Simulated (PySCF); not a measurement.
# Broadened absorption spectrum of C6H3N3

Species: C₆H₃N₃.
SMILES: `C=N[C@@]1(C#N)C=C1C#N`

Level of theory: PySCF, TDDFT wB97X-D/def2-SVPD, vertical, gas phase, core orbitals frozen in the response. The structure is a single GFN2-xTB conformer in the gas phase; no vibrational or solvent corrections. Torsions of this conformer, `[CH2:1]=[N:2][C@@:3]1([C:4]#[N:5])[CH:6]=[C:7]1[C:8]#[N:9]`: C1–N2–C3–C4 -1°.

Each state is given a Gaussian of 0.5 eV full width at half maximum, with ε(max) = 2.175×10⁸ f / Δν̃ (Δν̃ the width in cm⁻¹). The cross-section is σ = 3.8235×10⁻²¹ ε cm², given in Mb (10⁻¹⁸ cm²). The width is an assumption, not a result. The curve ends short of the highest state used, and states not computed would add to its high-energy end.

λ (nm), σ (Mb) and a bar:
```
    187.6       9.25 ###########
    190.9       4.07 #####
    194.2       3.76 ####
    197.5       6.10 #######
    200.8      10.65 #############
    204.2      16.98 ####################
    207.5      22.69 ###########################
    210.8      25.46 ##############################
    214.1      24.11 ############################
    217.5      19.37 #######################
    220.8      13.62 ################
    224.1       8.54 ##########
    227.4       4.96 ######
    230.7       2.88 ###
    234.1       1.95 ##
    237.4       1.78 ##
    240.7       1.96 ##
    244.0       2.22 ###
    247.3       2.38 ###
    250.7       2.37 ###
    254.0       2.19 ###
    257.3       1.87 ##
    260.6       1.50 ##
    263.9       1.13 #
    267.3       0.80 #
    270.6       0.54 #
    273.9       0.35 
    277.2       0.21 
    280.6       0.13 
    283.9       0.07 
    287.2       0.04 
    290.5       0.02 
    293.8       0.01 
    297.2       0.01 
    300.5       0.00 
    303.8       0.00
```

Question: Where are the band maxima, and which computed states make them?

Answer: 249 nm (4.98 eV), ε about 630, made up of S1 (18%) and S2 (81%); 211 nm (5.87 eV), ε about 6700, made up of S4 (94%) (ε in L mol⁻¹ cm⁻¹; maxima over ε = 5, shares over 10%). At its high-energy end, 6.61 eV, the curve is still rising (ε about 2400, from S7). The states used: S1 4.83 eV (f 0.0027); S2 5.01 eV (f 0.0096); S3 5.65 eV (f 0.0097); S4 5.87 eV (f 0.116); S5 6.27 eV (f 0.0096); S6 6.51 eV (f 0.0012); S7 7.05 eV (f 0.347); S8 7.21 eV (f 0.045).

Question: Coming from long wavelengths, where does ε first pass 100 L mol⁻¹ cm⁻¹?

Answer: At about 273 nm (4.54 eV), 0.29 eV below S1.

Question: On this curve, what absorbance would a 10⁻³ mol/L sample give at 254 nm over a 1 cm path?

Answer: 254 nm is 4.881 eV, where ε is about 570 L mol⁻¹ cm⁻¹, so A = ε c l ≈ 0.57 (Beer–Lambert, with the gas-phase spectrum and the assumed width).

Question: What would ε be at 5.87 eV, the highest of these maxima, with half the width (0.25 eV)?

Answer: About 12700 L mol⁻¹ cm⁻¹ against 6670, a factor of about 1.9; a lone state at its own centre would give exactly 2.

On one thread, x86-64 server, no GPU, on a shared host, this took 44 s wall.
